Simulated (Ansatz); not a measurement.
A geometry relaxed with PBE0-D3(BJ)/def2-TZVP (Ansatz, a program for electronic structure), charge 0, multiplicity 1:

```xyz
10

H     -0.7486    -0.7791     1.1077
H      2.0752    -0.2535    -0.9832
O      0.0805    -0.4730    -0.7499
C     -0.9767    -0.3159     0.1395
H     -1.8273    -0.8238    -0.3266
H      1.3289     0.9673     0.0787
H      1.5756    -0.6960     0.6681
O     -1.2674     1.0203     0.4295
H     -1.5648     1.4414    -0.3827
C      1.3247    -0.0878    -0.2110
```

Q: Write the SMILES of this molecule.

A: `COCO`
